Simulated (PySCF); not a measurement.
CH9BGe2, singlet, geometry from GFN2-xTB, atoms displaced at random by about 0.03 Å a coordinate; TPSS/STO-3G, gradient run with PySCF.

The PySCF input:
```python
from pyscf import gto, scf, dft

mol = gto.M(
    atom='''
B    -0.48320199    0.30885917   -0.40962667
Ge    1.40723461    0.05606103   -1.10797656
H     1.86737691   -1.35007213   -1.09315311
H     1.72697055    0.61953178   -2.43770729
H     2.48764364    0.70099645   -0.15249478
Ge   -1.00713943   -0.34722664    1.42226059
H    -0.66737588   -1.83497682    1.69205383
H    -0.30306315    0.29289932    2.62156595
H    -2.43944545   -0.22535708    1.79928826
C    -1.51380772    1.02057654   -1.30354345
H    -2.27837158    1.49849360   -0.76427278
H    -1.98075807    0.17047675   -1.85365150
H    -1.09355986    1.64617314   -2.00899515
''',
    basis='sto-3g',
    verbose=4,
)

mf = dft.RKS(mol)
mf.xc = 'tpss'
mf.grids.level = 0
mf.kernel()
g = mf.nuc_grad_method()
g.grid_response = True
grad = g.kernel()
```

Output, abridged:

```
PySCF version 2.14.0

[INPUT] verbose = 4
[INPUT] num. atoms = 13
[INPUT] num. electrons = 84
[INPUT] charge = 0
[INPUT] spin (= nelec alpha-beta = 2S) = 0
[INPUT] symmetry False subgroup None
[INPUT] Mole.unit = angstrom
[INPUT] Symbol           X                Y                Z      unit          X                Y                Z       unit  Magmom
[...]
nuclear repulsion = 462.204927396877
number of shells = 31
number of NR pGTOs = 165
number of NR cGTOs = 55
basis = sto-3g
ecp = {}

******** <class 'pyscf.dft.rks.RKS'> ********
method = RKS
initial guess = minao
damping factor = 0
level_shift factor = 0
DIIS = <class 'pyscf.scf.diis.CDIIS'>
diis_start_cycle = 1
diis_space = 8
diis_damp = 0
SCF conv_tol = 1e-09
SCF conv_tol_grad = None
SCF max_cycles = 50
direct_scf = True
direct_scf_tol = 1e-13
XC library pyscf.dft.libxc version 7.1.2
    S. Lehtola, C. Steigemann, M. J. T. Oliveira, and M. A. L. Marques,  SoftwareX 7, 1–5 (2018)
XC functionals = tpss
    J. Tao, J. P. Perdew, V. N. Staroverov, and G. E. Scuseria,  Phys. Rev. Lett. 91, 146401 (2003)
    J. P. Perdew, J. Tao, V. N. Staroverov, and G. E. Scuseria,  J. Chem. Phys. 120, 6898 (2004)
    J. Tao, J. P. Perdew, V. N. Staroverov, and G. E. Scuseria,  Phys. Rev. Lett. 91, 146401 (2003)
    J. P. Perdew, J. Tao, V. N. Staroverov, and G. E. Scuseria,  J. Chem. Phys. 120, 6898 (2004)
radial grids:
    Treutler-Ahlrichs [JCP 102, 346 (1995); DOI:10.1063/1.469408] (M4) radial grids

becke partition: Becke, JCP 88, 2547 (1988); DOI:10.1063/1.454033
pruning grids: <function nwchem_prune>
grids dens level: 0
symmetrized grids: False
atomic radii adjust function: <function treutler_atomic_radii_adjust>
small_rho_cutoff = 0
Set gradient conv threshold to 3.16228e-05
Initial guess from minao.
tot grids = 12648
init E= -4169.12174450112
[...]
cycle= 1 E= -4173.58771986324  delta_E= -4.47  |g|= 0.633  |ddm|= 4.04
[...]
cycle= 2 E= -4170.98725603966  delta_E=  2.6  |g|= 3.19  |ddm|=  4.3
[...]
cycle= 3 E= -4173.728588164  delta_E= -2.74  |g|= 0.344  |ddm|= 3.33
[...]
cycle= 4 E= -4173.75093866436  delta_E= -0.0224  |g|= 0.28  |ddm|= 0.867
[...]
cycle= 5 E= -4173.77578419052  delta_E= -0.0248  |g|= 0.0912  |ddm|= 0.471
[...]
cycle= 6 E= -4173.77900141628  delta_E= -0.00322  |g|= 0.024  |ddm|= 0.199
[...]
cycle= 7 E= -4173.77925533462  delta_E= -0.000254  |g|= 0.00171  |ddm|= 0.0467
[...]
cycle= 8 E= -4173.77925623524  delta_E= -9.01e-07  |g|= 0.000729  |ddm|= 0.0032
[...]
cycle= 9 E= -4173.77925642181  delta_E= -1.87e-07  |g|= 0.000117  |ddm|= 0.00104
[...]
cycle= 10 E= -4173.77925642944  delta_E= -7.63e-09  |g|= 9.61e-06  |ddm|= 0.000272
[...]
cycle= 11 E= -4173.77925642949  delta_E= -5.28e-11  |g|= 1.34e-06  |ddm|= 2.06e-05
[...]
Extra cycle  E= -4173.77925642949  delta_E= 9.09e-13  |g|= 2.11e-06  |ddm|= 6.59e-06
converged SCF energy = -4173.77925642949

******** <class 'pyscf.grad.rks.Gradients'> for <class 'pyscf.dft.rks.RKS'> ********
unit = Eh/Bohr
grid_response = True
--------------- RKS gradients ---------------
         x                y                z
0 B    -0.0529413229     0.0250757040    -0.0430046062
1 Ge    -0.0180867005    -0.0062935746    -0.0242169570
2 H     0.0100456136    -0.0283806664     0.0027953795
3 H     0.0078570718     0.0114874883    -0.0259738810
4 H     0.0370616476     0.0203451800     0.0321504762
5 Ge    -0.0110481543     0.0145184457    -0.0177064111
6 H     0.0106077403    -0.0443466310     0.0099418606
7 H     0.0183233771     0.0159422629     0.0365251365
8 H    -0.0276969539     0.0027764051     0.0091501545
9 C     0.0055095998     0.0583928728    -0.0106766849
10 H     0.0374050652    -0.0238003719    -0.0201220639
11 H     0.0057187606    -0.0035686632     0.0047868095
12 H    -0.0227557445    -0.0421484515     0.0463507873
----------------------------------------------
```
